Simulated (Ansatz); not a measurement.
C2H3, doublet, at a GFN2-xTB geometry. Base run: Ansatz (a program for electronic structure) with CAM-B3LYP/6-31G.

Geometry (Å):
```xyz
5

C      0.0525    -0.5743    -0.0173
C      0.0370     0.7127     0.0220
H     -0.8439    -1.2015    -0.0406
H      0.9747    -1.1396    -0.0305
H     -0.6680     1.5107     0.0432
```
Charge 0, spin multiplicity 2.
Orbitals are unrestricted.
All else is at Ansatz's defaults.
Base energy -77.82962 Eh.

The base run was repeated with changes; each row names its change, and settings that it needs were set with it.

| change | ΔE vs base (µEh) |
|---|---|
| base | 0.0 |
| lower_state_search = light | 0.0 |
| accuracy = high | 5.3 |
| final_grid = 14, 28, 59 | 0.0 |
| fitting.mean_field = def2-universal-JKFIT | -20.7 |
| forces = on | 0.0 |
| point_charge = charge:-1.0 position_ang:0.4992, 1.906, -4.2496 | 1868 |
| final_grid = 4, 8, 17 | 60.6 |
| lower_state_search = off | 0.0 |
| point_charge = charge:0.5 position_ang:-4.7164, 0.4454, -0.8975 | 1160 |
| nuclear_model = gaussian | 6.6 |
